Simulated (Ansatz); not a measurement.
Series MoX4: binding per atom (eV) at several levels, gas phase, relaxed structures; Ansatz. Core potentials for I, Mo in the def2 sets, no spin–orbit coupling. Binding counts from free atoms in the multiplicity of their measured ground term, without zero-point energy. Singlets are spin-restricted. Names give formal oxidation states. A dash marks a value that wasn't run or was left out as unsound. The structures are stationary points that may keep the symmetry of their start. Correlated methods freeze inner cores and use unrestricted references for open shells.

```json
{"species": "MoI4", "state": "triplet", "geometry": "r2SCAN-D4/def2-SVP", "PBE-D4/def2-SVP": "2.46", "PBE-D4/def2-TZVP": "2.46", "r2SCAN-D4/def2-TZVP": "2.27", "PBE0-D4/def2-SVP": "2.22", "PBE0-D4/def2-TZVP": "2.23", "MP2/def2-TZVP": "2.33"}
{"species": "MoBr4", "state": "triplet", "geometry": "PBE-D4/def2-SVP", "PBE-D4/def2-SVP": "2.91", "PBE-D4/def2-TZVP": "2.89", "r2SCAN-D4/def2-TZVP": "2.75", "PBE0-D4/def2-SVP": "2.67", "PBE0-D4/def2-TZVP": "2.67", "MP2/def2-TZVP": "2.71"}
{"species": "Mo(OH)4 (MoO4H4)", "state": "triplet", "geometry": "r2SCAN-D4/def2-SVP", "PBE-D4/def2-SVP": "4.07", "PBE-D4/def2-TZVP": "4.04", "r2SCAN-D4/def2-TZVP": "3.88", "PBE0-D4/def2-SVP": "3.81", "PBE0-D4/def2-TZVP": "3.79", "MP2/def2-TZVP": "3.83"}
{"species": "Mo(OSiH3)4 (Si4MoO4H12)", "state": "triplet", "geometry": "PBE-D4/def2-SVP", "PBE-D4/def2-SVP": "3.61", "PBE-D4/def2-TZVP": "3.61", "r2SCAN-D4/def2-TZVP": "3.59", "PBE0-D4/def2-SVP": "3.51", "PBE0-D4/def2-TZVP": "3.51", "MP2/def2-TZVP": "–"}
```

Task: Estimate the rows for MoH4 (triplet, r2SCAN-D4/def2-TZVP geometry).

Result: 
```json
{"species": "MoH4", "state": "triplet", "geometry": "r2SCAN-D4/def2-TZVP", "PBE-D4/def2-SVP": "2.13", "PBE-D4/def2-TZVP": "2.12", "r2SCAN-D4/def2-TZVP": "2.05", "PBE0-D4/def2-SVP": "2.00", "PBE0-D4/def2-TZVP": "2.00", "MP2/def2-TZVP": "1.76"}
```
